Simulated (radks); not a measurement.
Spherical quantum dot in the effective-mass picture: electrons in a parabolic well V = omega^2 r^2 / 2 with omega = 0.0579, all in effective atomic units (hartree* = m*/eps^2 hartree, bohr* = eps/m* bohr), one dielectric constant everywhere. Method: non-relativistic Kohn-Sham, LDA (Slater exchange, Perdew-Wang correlation), spin-polarised, spherical densities; computed with a radial shooting solver with Libxc functionals. Levels are named by radial order and angular momentum (1s, 1p, 1d, 2s, ...), and open shells are averaged over m. Results are scaled to m* = 0.051 and eps = 4.8, for which hartree* = 60.23 meV and bohr* = 4.98 nm.

N = 12, configuration 1s2 1p6 1d(up 4, down 0). This is the lowest configuration that the search found (a dilute case). Occupied and some empty levels:

level    occupation  eigenvalue (meV)  <r> (nm)
1s up             1            65.123     50.20
1s down           1            65.555     47.88
1p up             3            65.881     56.15
1p down           3            66.395     55.58
1d up             4            66.960     60.43
1d down           0            67.499     60.54
2s up             0            67.963     45.11
2s down           0            68.173     46.12
1f up             0            68.301     63.94
1f down           0            68.836     64.37
2p up             0            69.609     52.69
2p down           0            69.884     52.60

Energy (meV): total 468.129, kinetic 21.188, external 165.25, Hartree 346.77, exchange-correlation -65.070.

Electron density:

r (nm)  n(r) (e/nm^3)
8.17        2.987e-06
16.9        3.903e-06
25.7        5.355e-06
34.5        7.092e-06
43.3        8.544e-06
52.0        8.740e-06
60.8        6.925e-06
69.6        3.864e-06
78.3        1.410e-06
87.1        3.256e-07
95.9        4.774e-08
105         4.509e-09
113         2.804e-10
